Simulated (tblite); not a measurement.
Compound: C2H7NSi.
Numbering: `[CH3:1]/[CH:2]=[N:3]\[SiH3:4]` (hydrogens: H5, H6, H7 on C1; H8 on C2; H9, H10, H11 on Si4)

Computed geometry: GFN2-xTB, gas phase.

(1) What internal coordinates does the optimisation give?

Results:

(1) 
| bond | length (pm) | order |
| --- | --- | --- |
| C1–C2 | 149.4 | single |
| C2=N3 | 124.8 | double |
| N3–Si4 | 171.5 | single |
| C1–H5, C1–H6, C1–H7 | 108.8 | single |
| C2–H8 | 109.4 | single |
| Si4–H9 | 147.2 | single |
| Si4–H10, Si4–H11 | 146.1 | single |

Bonds in one row agree within 1 pm and their mean is given. Orders are formal, as drawn. A selection of angles:
| angle | degrees |
| --- | --- |
| C2–C1–H5 | 109.5 |
| C2–C1–H6 | 111.0 |
| H5–C1–H6 | 109.7 |
| H5–C1–H7 | 107.7 |
| C1–C2–N3 | 128.1 |
| C1–C2–H8 | 114.4 |
| N3–C2–H8 | 117.4 |
| C2–N3–Si4 | 137.3 |
| N3–Si4–H9 | 119.3 |
| N3–Si4–H10 | 102.9 |
| H9–Si4–H10 | 109.1 |
| H10–Si4–H11 | 113.5 |

Torsions: C1–C2–N3–Si4 0° (synperiplanar).

Si4 (SiH3 silicon) is distorted tetrahedral (angles from 102.9° to 119.3°). Of the pairs four or more bonds apart, Si4···H6 is among the closest relative to their van der Waals radii: 3.03 Å, 92 % of the sum of Bondi's values. The 4 heavy atoms lie in one plane (0.000 Å rms).

Point group: Cs (every atom within 0.08 Å of its image). Its GFN2-xTB frequencies are all real (lowest 99 cm⁻¹). 2 starts were optimised and ended at 0.00 and 1.00 kcal/mol (GFN2-xTB); the lowest of these is shown.
